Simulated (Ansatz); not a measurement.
`[SiH3]BO[SiH3]` + `C1[SiH2][AsH]1` → `[SiH3][As]1C[SiH2]1` + `OB[SiH3]` at 400 K and 1 bar (ligand exchange at the Si–O bond).

Calculated with Ansatz (gas phase, PBE0-D4/def2-TZVP geometries, no zero-point term in ΔE). CBS: MP2 limit from def2 TZ/QZ plus the TZ coupled-cluster correction, frozen cores. For As outer-core shells are correlated without core-valence functions, which leaves a few kJ/mol of doubt a bond. Scalar relativity is left out up to krypton. Each species was taken in one conformer, which may not be the lowest.

```json
{"species": "`[SiH3]BO[SiH3]`", "CCSD(T)/CBS energy (Eh)": "-682.38605", "H − E (kJ/mol)": "210.5", "S (J/(mol·K))": "396.3"}
{"species": "`C1[SiH2][AsH]1`", "CCSD(T)/CBS energy (Eh)": "-2565.12158", "H − E (kJ/mol)": "158.4", "S (J/(mol·K))": "323.1"}
{"species": "`[SiH3][As]1C[SiH2]1`", "CCSD(T)/CBS energy (Eh)": "-2855.41741", "H − E (kJ/mol)": "216.1", "S (J/(mol·K))": "391.5"}
{"species": "`OB[SiH3]`", "CCSD(T)/CBS energy (Eh)": "-392.07510", "H − E (kJ/mol)": "161.1", "S (J/(mol·K))": "321.7"}
```

H − E and S are ideal-gas, rigid-rotor, harmonic terms from PBE0-D4/def2-TZVP, for one conformer and one mirror image of each species. 1 Eh = 2625.50 kJ/mol, R = 8.31446 J/(mol·K).

Question: By hand: ΔE, ΔH, ΔS and ΔG.

Answer: ΔE = (-2855.41741) + (-392.07510) − (-682.38605) − (-2565.12158) = 0.01512 Eh = 39.7 kJ/mol. Δ(H − E) = 216.1 + 161.1 − 210.5 − 158.4 = 8.3, so ΔH = 48.0 kJ/mol. ΔS = 391.5 + 321.7 − 396.3 − 323.1 = -6.2 J/(mol·K). ΔG = 48.0 − 400 × (-6.2)/1000 = 50.5 kJ/mol.

Question: By hand: the equilibrium constant, and the temperature at which ΔG would vanish if ΔH and ΔS stayed fixed.

Answer: log₁₀ K = −ΔG/(RT ln 10) = -6.6. ΔH and −TΔS have one sign here, so there is no such temperature.

The number of gas molecules stays the same, so ΔS is small and ΔH decides. A doubt of 5 kJ/mol in ΔE shifts log₁₀ K by 0.7 here. Other conformers and mirror images would add mixing entropy, several J/(mol·K) or more a flexible species. Modes under 60 cm⁻¹, often nearly free rotors, make the harmonic entropy too high. These are equilibria of isolated gas molecules and say nothing of rates. Largest T1 diagnostic: 0.014 (customary marks: 0.02 for closed shells, 0.045 for open ones).

ΔS is within the doubt of such terms, so its sign, and with it that verdict, could turn.
